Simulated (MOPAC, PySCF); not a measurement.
[Nb(OH)(NH2)4], neutral singlet in the gas phase. 

Cartesian coordinates (Å):
```xyz
15

Nb    -0.2752    -0.0355     0.2030
O     -1.8993     0.7162    -0.5724
H     -2.0738     1.1857    -1.4044
N     -0.8902    -0.8069     1.9242
H     -1.3145    -1.7351     2.0270
H     -0.9916    -0.2806     2.7987
N     -0.3415    -1.3136    -1.3584
H      0.4453    -1.8932    -1.6635
H     -1.0656    -1.2798    -2.0842
N      1.6679    -0.5438     0.3876
H      2.0177    -1.0592     1.2022
H      2.4469    -0.3657    -0.2551
N      0.3442     1.8835     0.3041
H      1.3160     2.1672     0.4576
H     -0.2131     2.6764    -0.0313
```
Charge 0, spin multiplicity 1.

All levels are single points at this geometry (PBE-D3(BJ)/def2-SVP); Pople sets use spherical d functions. Orbital energies aren't observables, and empty levels follow the basis.

```csv
level,HOMO (eV),LUMO (eV),gap (eV),dipole (D),"vertical IE, Delta-SCF (eV)"
B3LYP-D3(BJ)/def2-TZVP in PySCF,-6.62,-1.12,5.49,1.25,–
PBE-D3(BJ)/def2-TZVP in PySCF,-5.47,-1.69,3.78,1.20,–
TPSSh-D3(BJ)/def2-TZVP in PySCF,-6.08,-1.30,4.77,1.21,–
B3LYP/6-311+G** (LANL2DZ on Nb) in PySCF,-6.71,-1.52,5.19,1.37,–
B3LYP/6-31G* (LANL2DZ on Nb) in PySCF,-6.20,-0.86,5.34,1.45,8.19
B3LYP/LANL2DZ in PySCF,-6.34,-0.95,5.39,1.69,–
BP86/6-31G* (LANL2DZ on Nb) in PySCF,-5.14,-1.47,3.68,1.41,–
M06-2X/6-31G* (LANL2DZ on Nb) in PySCF,-7.90,0.19,8.09,1.50,–
PBE/6-31G* (LANL2DZ on Nb) in PySCF,-5.04,-1.37,3.67,1.40,–
SVWN5/6-31G* (LANL2DZ on Nb) in PySCF,-5.17,-1.46,3.72,1.47,–
HF/6-31G* (LANL2DZ on Nb) in PySCF,-10.00,1.93,11.93,1.46,–
PM6 in MOPAC,-8.32,1.67,10.00,1.91,–
PM7 in MOPAC,-8.12,2.23,10.35,2.30,–
```
